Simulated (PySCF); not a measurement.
This PySCF input asks for the NMR shieldings of `FC(F)=C(F)C[SiH2]C(F)F`, C₄H₅F₅Si; the geometry comes from GFN2-xTB.

```python
import basis_set_exchange as bse
import numpy as np
from pyscf import gto, dft
from pyscf.prop import nmr

atoms = """
F    -2.545472   -0.912936    1.469064
C    -2.730205   -0.403189    0.253320
F    -3.943236   -0.688015   -0.200167
C    -1.794867    0.291155   -0.381894
F    -2.073899    0.761556   -1.616037
C    -0.424496    0.574519    0.102267
Si    0.864458   -0.376396   -0.954949
C     2.586854    0.136479   -0.224260
F     2.627641   -0.122857    1.113267
F     3.566583   -0.621668   -0.787180
H    -0.245638    1.648923    0.020446
H    -0.349252    0.298192    1.152996
H     0.717739   -1.817551   -0.771780
H     0.851312    0.053767   -2.351161
H     2.888063    1.186011   -0.351501
"""
names = dict.fromkeys(["F", "C", "Si", "H"], "pcSseg-1")
basis = {el: gto.basis.parse(bse.get_basis(n, elements=[el], fmt="nwchem")) for el, n in names.items()}
mol = gto.M(atom=atoms, basis=basis, charge=0, verbose=0)
mf = dft.RKS(mol, xc="PBE0")
mf.grids.level = 2
mf.grids.alignment = dft.numint.BLKSIZE   # the property module wants whole blocks of grid points
mf.conv_tol = 1e-9
mf.kernel()

calc = nmr.RKS(mf)   # GIAO
C = mf.mo_coeff
Co = C[:, mf.mo_occ > 0]
resp = mf.gen_response(singlet=True, hermi=2)
def vind(x):   # induced exchange potential for any number of trial vectors
    d = np.einsum("pi,xij,qj->xpq", C, 2 * x.reshape(-1, C.shape[1], Co.shape[1]), Co, optimize=True)
    return np.einsum("xpq,pi,qj->xij", resp(d - d.transpose(0, 2, 1)), C, Co, optimize=True).ravel()
mo1, _ = nmr.rhf.solve_mo1(calc, with_cphf=vind)
sigma = calc.kernel(mo1)
for i, s in enumerate(sigma):   # ppm
    w = np.linalg.eigvalsh((s + s.T) / 2)
    print("%2d %-2s iso %8.1f  s11 %8.1f  s22 %8.1f  s33 %8.1f" % (i, mol.atom_pure_symbol(i), w.mean(), *w))
```

Q: Give the expected output.

A: 
```
 0 F  iso    296.1  s11    249.9  s22    300.3  s33    338.0
 1 C  iso     21.3  s11    -38.1  s22     45.1  s33     56.9
 2 F  iso    277.7  s11    253.4  s22    287.2  s33    292.5
 3 C  iso     51.1  s11     11.3  s22     60.4  s33     81.6
 4 F  iso    353.9  s11    289.2  s22    366.9  s33    405.5
 5 C  iso    174.5  s11    165.5  s22    167.6  s33    190.5
 6 Si iso    393.9  s11    373.5  s22    384.6  s33    423.6
 7 C  iso     60.3  s11     38.1  s22     65.5  s33     77.2
 8 F  iso    323.3  s11    196.3  s22    319.1  s33    454.3
 9 F  iso    321.9  s11    190.2  s22    320.4  s33    455.2
10 H  iso     29.7  s11     24.9  s22     28.5  s33     35.7
11 H  iso     29.5  s11     24.3  s22     29.8  s33     34.4
12 H  iso     27.4  s11     24.2  s22     26.4  s33     31.8
13 H  iso     27.3  s11     23.3  s22     26.7  s33     31.7
14 H  iso     25.2  s11     23.2  s22     25.0  s33     27.5
```

These numbers come from an equivalent density-fitted implementation of the same equations, which agrees with the script to about 0.01 ppm for H and up to a few tenths of a ppm for heavy atoms, so last digits may differ.

Q: Turn these shieldings into chemical shifts. δ = σ(ref) − σ, references computed at the same level: CFCl3 for 19F (σref 170.95); 13C (σref 186.93) and 29Si (σref 349.16) and 1H (σref 31.72) against TMS.

A: Averaging equivalent atoms: F 2: -106.7; F 0: -125.1; F 8/9: -151.6; F 4: -183.0; C 1: 165.6; C 3: 135.8; C 7: 126.6; C 5: 12.4; Si 6: -44.8; H 14: 6.52; H 12/13: 4.36; H 10/11: 2.12 ppm. Unscaled 19F shifts against computed CFCl3 carry errors that often reach 10 to 50 ppm.

Size and cost of the density-fitted run: 202 basis functions, 77 s wall time on 1 thread of an Arm Neoverse N1, shared host; peak memory 1 GiB.
